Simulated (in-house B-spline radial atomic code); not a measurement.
Checks on a self-consistent run for the indium ion In²⁺, [Kr] 4d10 5s1. Method: non-relativistic Hartree-Fock, average of configuration, point nucleus. Calculated with an all-electron radial atomic-structure program (B-spline basis).

```tsv
orbital	q	ε (Eh)	<1/r>	<r²>
1s	2	-998.44501	48.4762	0.0012896
2s	2	-150.03548	11.0861	0.0211405
2p	6	-139.81291	11.0604	0.0160045
3s	2	-30.26351	3.99833	0.147544
3p	6	-26.01401	3.90915	0.14303
3d	10	-18.23019	3.75279	0.123757
4s	2	-5.61330	1.5417	0.879065
4p	6	-4.14667	1.43017	1.00653
4d	10	-1.70068	1.15178	1.5515
5s	1	-0.94288	0.501184	7.09055
```

Electron-electron repulsion V_ee = 2150.5722 hartree, kinetic energy T = 5739.3800 hartree.

Task: What total energy follows from the eigenvalues?

Result: The eigenvalues count the repulsion twice, so E = Σqε - V_ee = -3588.808 - 2150.572 = -5739.380 hartree; the run printed -5739.380.

Task: What is the virial ratio?

Result: -V/T = (T - E)/T = 2.000000; at the Hartree-Fock limit it is 2.

Task: What diamagnetic shielding (Lamb formula) and susceptibility (Langevin formula) do the radii give?

Result: σ = (α²/3)Σq<1/r> = 278.15/(3·137.036²) = 4937.3 ppm, and χ = -0.79199×10⁻⁶·Σq<r²> = -26.08×10⁻⁶ cm³/mol with Σq<r²> = 32.935 bohr². Both are non-relativistic formulas without the paramagnetism of open shells.
